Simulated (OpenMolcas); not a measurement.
Ru4+ (d4) among equal point charges was computed by CASSCF with the d shell active (OpenMolcas, ANO-RCC-VDZP on the metal). Its lowest spin-free states, and all those of the highest spin:

| 2S+1 | Degeneracy | E (cm-1) |
| --- | --- | --- |
| 5 | 1 | 0.0 |
| 5 | 1 | 5164 |
| 3 | 1 | 6350 |
| 3 | 2 | 8345 |
| 1 | 1 | 16625 |
| 1 | 1 | 17818 |
| 1 | 2 | 18391 |
| 5 | 2 | 18675 |
| 1 | 1 | 20077 |
| 3 | 1 | 20161 |
| 5 | 1 | 20905 |
| 3 | 2 | 21603 |

Question: Is the site octahedral, tetrahedral or cube-like, axial, or of lower symmetry?

Answer: The states with 2S+1 = 5 have orbital degeneracies 1, 1, 2, 1. There are pairs but no triples, so the site is axial: not cubic, but with a proper or improper axis of order three or more. The run had Ru4+ among 6 point charges of -1.7 e arranged as a tetragonal octahedron (D4h), 1.67 Å from the ion, with the axial distance 1.586 Å. The active orbitals were held to one l.

Without dynamic correlation the repulsion within the d shell is too large (B by tens of per cent), so at a given field states of lower spin stand too high. This shell can be high or low spin here, a state of another spin lies low, and with metal d orbitals alone active their balance is uncertain, so the ground spin may be wrong. Point charges give a weaker field than real ligands, and real ions of this kind are as a rule low spin; the high spin found here belongs to the model. This is an electrostatic model: the charges have no orbitals. No measured value stands beside these numbers.
